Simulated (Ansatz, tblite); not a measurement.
Isomers of Al6As (doublet), found by a short tight-binding search and relaxed with PBE0-D4/def2-SVP in Ansatz.

The xTB rows come from tblite.

Run but left out: HF/def2-SVP, MP2/def2-SVP, CCSD/def2-SVP, CCSD(T)/def2-SVP (A: ⟨S²⟩ 2.11, where a pure state has 0.75); B2PLYP/def2-TZVP (B: ⟨S²⟩ 1.15, where a pure state has 0.75).

A further structure is left out (at the level of its geometry, ⟨S²⟩ 1.19, where a pure state has 0.75); at PBE0-D4/def2-TZVP its energy lies 1.27 eV above the lowest shown.

B: At r2SCAN-D4/def2-TZVP, PBE0-D4/def2-TZVP the charge 0 doublet is spin-contaminated (final ⟨S²⟩ up to 0.99, 0.75 for a pure state).

Other spin states weren't relaxed.

A:

```xyz
7

As    0.742    0.918    1.045
Al    1.921   -0.849   -0.259
Al   -0.055   -1.373    1.611
Al   -1.666    0.062    0.186
Al   -0.820    2.823   -0.084
Al    0.192    0.554   -1.571
Al   -0.314   -2.135   -0.927
```

B:

```xyz
7

As    1.374    1.974   -0.593
Al    0.193   -1.406    1.512
Al    0.022    1.180    1.283
Al   -0.730    0.700   -1.347
Al    1.629   -0.449   -0.435
Al   -0.398   -1.859   -1.111
Al   -2.089   -0.140    0.691
```

Task: Estimate which lies lowest at each level, and how far above it the others are (kJ/mol).

Result: 
| level | A | B |
| --- | --- | --- |
| GFN1-xTB | 0.0 | 130.8 |
| GFN2-xTB | 38.7 | 0.0 |
| PBE-D4/def2-TZVP | 3.7 | 0.0 |
| r2SCAN-D4/def2-TZVP | 17.6 | 0.0 |
| PBE0-D4/def2-TZVP | 3.8 | 0.0 |
Point groups (tolerance 0.1 Å): A Cs, B Cs. Lower isomers may exist.
